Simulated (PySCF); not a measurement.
F2La (SMILES [F][La+][F]), charge +1, singlet, geometry from GFN2-xTB (such geometries of metal compounds can be far from the true shape) (the multiplicity is a formal guess) (core potentials on La).

Input for PySCF:
```python
from pyscf import gto, scf

mol = gto.M(
    atom='''
La    0.339661    0.235568    0.069081
F    -1.548567    0.245262   -1.273320
F    -0.602619   -1.737191    0.835806
''',
    basis='def2-svp',
    ecp={'La': 'def2-svp'},
    charge=1,
    spin=0,
    verbose=5,
)

mf = scf.RHF(mol)
mf = mf.density_fit(auxbasis='def2-universal-jkfit')
mf.kernel()
mf.analyze()
```

**Question.** Give the HOMO-LUMO gap at the level DF-HF/def2-SVP run with PySCF.

**Answer.** 12.92 eV

**Question.** Estimate the nuclear repulsion energy that DF-HF/def2-SVP returns for this input.

**Answer.** 59.3006 Eh

**Question.** Give the total energy at the level DF-HF/def2-SVP.

**Answer.** -229.750158 Ha

**Question.** What number of basis functions does DF-HF/def2-SVP give?

**Answer.** 60
